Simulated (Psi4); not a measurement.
H2BO2 (SMILES O[B]O), doublet, at a GFN2-xTB geometry. Base run: MP2/cc-pVTZ run with Psi4.

The Psi4 input:
```
memory 2 GB

molecule {
0 2
  O     1.13377266    0.12435186   -0.36781878
  B    -0.03360281   -0.52188624   -0.20573049
  O    -1.12795819   -0.03404720    0.40341739
  H     1.22824605    1.02526193   -0.02617740
  H    -1.10674775    0.86173194    0.77004098
}

set basis cc-pvtz
set reference uhf

energy('mp2')
print_variables()
```

Q: The base was run again with changes. Order these runs by total energy, lowest first: puream = off | method = mp3 | method = mp2.5 | method = scs-mp2 | method = omp2.

A: puream = off (ΔE vs base (mEh) -10.664), method = omp2 (ΔE vs base (mEh) -7.697), method = mp3 (ΔE vs base (mEh) -4.481), method = mp2.5 (ΔE vs base (mEh) -2.241), method = scs-mp2 (ΔE vs base (mEh) 12.221)

Open shells are given as the SCF converged; they aren't shown to be the lowest states, and a large step between rows can be another state.
